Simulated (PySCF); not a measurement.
C₄H₁₀O, SMILES CC(C)(C)O. Geometry optimised at PBE0-D3(BJ)/def2-SVP. The values are those of a single conformer.

Task: Give the equilibrium geometry at PBE0-D3(BJ)/def2-SVP (PySCF confirms it by a frequency run) as a Z-matrix, and its point group. (An estimate is asked for; the answer gives what the named calculation found.)

Result: Several could match; the one computed here: point group Cs.
```
C
O 1 1.4191
H 2 0.9633 1 107.58
C 1 1.5215 2 105.30 3 180.00
H 4 1.0997 1 111.17 2 180.00
H 4 1.0999 5 108.76 1 -121.30
H 4 1.0999 5 108.76 6 -117.41
C 1 1.5277 2 109.69 3 60.88
H 8 1.1001 1 110.08 2 56.66
H 8 1.1007 9 108.60 1 -122.60
H 8 1.1029 9 108.07 10 -116.43
C 1 1.5277 2 109.69 3 -60.88
H 12 1.1001 1 110.08 2 -56.66
H 12 1.1007 13 108.60 1 122.60
H 12 1.1029 13 108.07 14 116.43
```
